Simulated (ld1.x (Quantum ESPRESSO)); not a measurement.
# nickel: variants of one TM potential

Base potential:

- Element: Ni
- Generator: ld1.x (Quantum ESPRESSO) 7.5
- Type: norm-conserving Troullier–Martins (Kleinman–Bylander form)
- Functional: PW91
- Relativity: scalar-relativistic
- Frozen core: [Ne]
- Valence charge: 18
- Reference configuration: 3s2 3p6 3d8 4s2 4p0
- Partial waves: 3s (bound): rc 0.75 bohr; 3d (bound): rc 1.15 bohr; 3p (bound): rc 1.15 bohr
- Local potential: the p channel
- Core correction: a·sin(br)/r model core inside 0.65 bohr

Occupied shells without a wave of their own: 4s. They enter only through the test configuration that unscreens the potential, and ld1.x also counts them in the model core charge.

All-electron outer shells of the reference configuration (PW91, scalar-relativistic, ld1.x):

```tsv
shell	level (eV)	outermost node (bohr)	outermost maximum (bohr)
2s	-982.05	0.07	0.21
2p	-845.09	–	0.16
3s	-111.06	0.30	0.64
3p	-71.44	0.27	0.65
3d	-8.95	–	0.63
4s	-5.70	0.92	2.24
4p	-1.28	1.00	3.17
```

Cutoffs, loose and tight: the cutoffs (Ry, on a coarse ladder) from which the occupation-weighted sum of valence levels, in a spherical-Bessel basis at the reference potential, stays within 10 and 1 mRy of its value at 400 Ry. They do not see the model core or the augmentation charge, which bear on the density cutoff. Test errors are all-electron minus pseudo excitation energies from the reference, over the configurations 3s2 3p6 3d8 4s1 4p0; 3s2 3p6 3d8 4s0 4p0; 3s2 3p6 3d7 4s0 4p0; 3s2 3p6 3d8.5 4s1.5 4p0; 3s2 3p6 3d7 4s2 4p0; 3s2 3p6 3d9 4s0 4p0; 3s2 3p6 3d6 4s0 4p0. A dash means not determined; rows that change the core or the reference have their own tests.

With those shells counted twice in exchange and correlation these files are broken, and their errors move erratically; no question is asked of them.

Cutoffs are not given where the Bessel-basis levels miss the radial ones by over 6 mRy, ghosts where they miss by over 20 mRy; a channel whose overlap is not positive is not tested.

```csv
change,outcome,"cutoff, loose","cutoff, tight",bound ghosts,largest test error (meV)
base,generated,230 Ry,over 300 Ry,none,-1948
wave 3p (bound): rc 1.15 bohr becomes 3p (bound): rc 1.26 bohr,generated,230 Ry,over 300 Ry,none,-1820
"all radii but the core radius scaled by about 0.89 (s 0.66, p 1.02, d 1.02 bohr)",generated,260 Ry,over 300 Ry,none,-1845
core correction a·sin(br)/r model core inside 0.66 bohr,generated,230 Ry,over 300 Ry,none,-1948
local potential all-electron potential smoothed inside 0.85 bohr (lloc = -2),generated,230 Ry,over 300 Ry,none,-1180
reference 3s2 3p6 3d8 4s1.5 4p0,generated,230 Ry,over 300 Ry,none,-1307
fully relativistic,"generated, misses its reference levels by 1.48 eV",–,–,not determined,-1936
wave 3s (bound): rc 0.75 bohr becomes 3s (bound): rc 1.10 bohr,"generated, misses its reference levels by 0.33 eV",180 Ry,300 Ry,none,-3563
```
